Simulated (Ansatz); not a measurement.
`[NH2][SnH]([F])[Cl]` + H₂S → `[F][SnH]([SH])[Cl]` + NH₃ at 700 K and 1 bar (ligand exchange at the Sn–N bond).

Calculated with Ansatz (gas phase, PBE0-D4/def2-TZVP geometries, no zero-point term in ΔE). CCSD(T)/CBS adds triple-zeta CCSD(T) − MP2 to the extrapolated MP2 energy (def2 sets, frozen cores). This one scheme is used for every species. def2 core potentials past Kr. For Sn outer-core shells are correlated without core-valence functions, which leaves a few kJ/mol of doubt a bond. Each species was taken in one conformer, which may not be the lowest.

```csv
species,CCSD(T)/CBS energy (Eh),H − E (kJ/mol),S (J/(mol·K))
`[NH2][SnH]([F])[Cl]`,-830.19021,158.3,445.7
H₂S,-398.97279,64.8,236.9
`[F][SnH]([SH])[Cl]`,-1172.67563,113.9,451.2
NH₃,-56.50880,116.9,226.5
```

H − E and S are ideal-gas, rigid-rotor, harmonic terms from PBE0-D4/def2-TZVP, for one conformer and one mirror image of each species. 1 Eh = 2625.50 kJ/mol, R = 8.31446 J/(mol·K).

By hand: ΔE, ΔH, ΔS and ΔG.

ΔE = (-1172.67563) + (-56.50880) − (-830.19021) − (-398.97279) = -0.02143 Eh = -56.3 kJ/mol. Δ(H − E) = 113.9 + 116.9 − 158.3 − 64.8 = 7.7, so ΔH = -48.6 kJ/mol. ΔS = 451.2 + 226.5 − 445.7 − 236.9 = -4.9 J/(mol·K). ΔG = -48.6 − 700 × (-4.9)/1000 = -45.2 kJ/mol.

By hand: the equilibrium constant, and the temperature at which ΔG would vanish if ΔH and ΔS stayed fixed.

log₁₀ K = −ΔG/(RT ln 10) = 3.4. ΔG = 0 at ΔH/ΔS = 9918 K, far beyond where these terms or the molecules hold.

The number of gas molecules stays the same, so ΔS is small and ΔH decides. A doubt of 5 kJ/mol in ΔE shifts log₁₀ K by 0.4 here. Other conformers and mirror images would add mixing entropy, several J/(mol·K) or more a flexible species. These are equilibria of isolated gas molecules and say nothing of rates. Largest T1 diagnostic: 0.013 (customary marks: 0.02 for closed shells, 0.045 for open ones).
